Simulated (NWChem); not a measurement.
Si₂H₄F₂; SMILES F[SiH](F)[SiH3]

```xyz
8

Si    -0.1040     1.7388     0.0000
Si     0.3934    -0.5549     0.0000
F     -0.2929    -1.2409     1.3160
F     -0.2929    -1.2409    -1.3160
H     -1.5954     1.9247     0.0000
H      0.4846     2.3806     1.2265
H      0.4846     2.3806    -1.2265
H      1.8465    -0.9248     0.0000
```
Atoms are numbered in this order, from 1.

The geometry was optimised at PBE-D3(BJ)/def2-SVP.

Symmetry labels are those of Cs in the frame above (b1 and b2, or b-type labels, depend on it). States above −ε(HOMO) = 7.5 eV lie in this functional's continuum and hang on the basis.

### Question
List the 6 lowest vertical singlet excitations from PBE/6-31+G* (spherical d), full TDDFT (NWChem).

### Answer
```
state  energy (eV)  oscillator strength  symmetry  leading excitation (squared amplitude)
-----  -----------  -------------------  --------  --------------------------------------
S1            6.42                0.007        a"                      HOMO → LUMO (0.97)
S2            6.55                0.018        a'                    HOMO → LUMO+1 (0.96)
S3            7.12                0.032        a'                    HOMO → LUMO+3 (0.72)
S4            7.35                0.244        a'                    HOMO → LUMO+2 (0.60)
S5            7.64                0.002        a"                    HOMO−1 → LUMO (0.71)
S6            7.87                0.014        a'                    HOMO−2 → LUMO (0.57)
```
